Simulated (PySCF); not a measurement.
THF (C₄H₈O), SMILES C1CCOC1.

Coordinates come from a PBE-D3(BJ)/def2-SVP optimisation. The values are those of a single conformer.

Level of theory: PBE-D3(BJ)/def2-SVP run with PySCF 2.14.0.

Frequencies are harmonic and unscaled.

```
mode  ν (cm⁻¹)  IR (km/mol)  moving atoms (share of kinetic energy)
----  --------  -----------  --------------------------------------
1           65          3.2                  H 38 %, O 37 %, C 24 %
2          265          0.0                          H 61 %, C 39 %
3          561          1.0                          H 56 %, C 41 %
4          661          2.9                  C 38 %, O 34 %, H 29 %
5          826          5.2                  H 59 %, C 24 %, O 17 %
6          863          5.7                          C 47 %, H 47 %
7          887          4.6                          H 64 %, C 32 %
8          907         24.0                  C 50 %, H 31 %, O 19 %
9          921          1.4                          C 70 %, H 29 %
10         940          0.4                          H 67 %, C 32 %
11        1010          4.4                          H 61 %, C 36 %
12        1084        121.8                  C 53 %, O 34 %, H 14 %
13        1128          0.1                          C 51 %, H 49 %
14        1142         15.2                   H 72 %, C 20 %, O 8 %
15        1154          6.4                          H 58 %, C 40 %
16        1209          8.6                          H 78 %, C 20 %
17        1214          0.2                          H 86 %, C 14 %
18        1255          0.1                          H 69 %, C 29 %
19        1289          0.2                          H 73 %, C 27 %
20        1312          0.4                          H 73 %, C 20 %
21        1345          5.0                          H 71 %, C 28 %
22        1407          3.9                           H 91 %, C 9 %
23        1419          5.5                          H 89 %, C 11 %
24        1448          1.4                                  H 92 %
25        1463          0.0                           H 91 %, C 9 %
26        2901        163.2                                  H 94 %
27        2909          3.2                                  H 93 %
28        2983         19.7                                  H 93 %
29        2984         10.3                                  H 93 %
30        2996          0.2                                  H 92 %
31        2996         99.2                                  H 93 %
32        3053         11.1                           H 91 %, C 9 %
33        3060         29.7                          H 90 %, C 10 %
```
